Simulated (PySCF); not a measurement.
**Excitation energy of Mg by level of theory**

Mg [Ne] 3s2 (1S) → Mg [Ne] 3s1 4s1 (3S), as a difference of total energies. All numbers are calculated (PySCF 2.14, the spin-free X2C one-electron Hamiltonian (Gaussian nucleus), in aug-cc-pVDZ-DK (5s4p2d, 27 functions)). Correlated levels: valence: [Ne] frozen. The calculations carry no spin-orbit coupling.

| method | excitation energy (eV) |
| --- | --- |
| UHF | 4.256 |
| LDA | 5.110 |
| PBE | 4.996 |
| PBE0 | 4.955 |
| r2SCAN | 4.874 |
| B3LYP | 5.180 |
| r2SCAN0 | 4.888 |
| LC-wPBE | 4.960 |
| BLYP | 5.168 |
| MP2 (valence) | 4.793 |
| SCS-MP2 (valence) | 4.946 |

Errors of the correlated levels include the incompleteness of this basis and the frozen core.

Question: Which method comes closest to the reference value, and which is furthest?

Answer: The reference is 5.108 eV (measured; NIST levels). Closest: LDA (error 0.002 eV); furthest: UHF (error -0.852 eV).
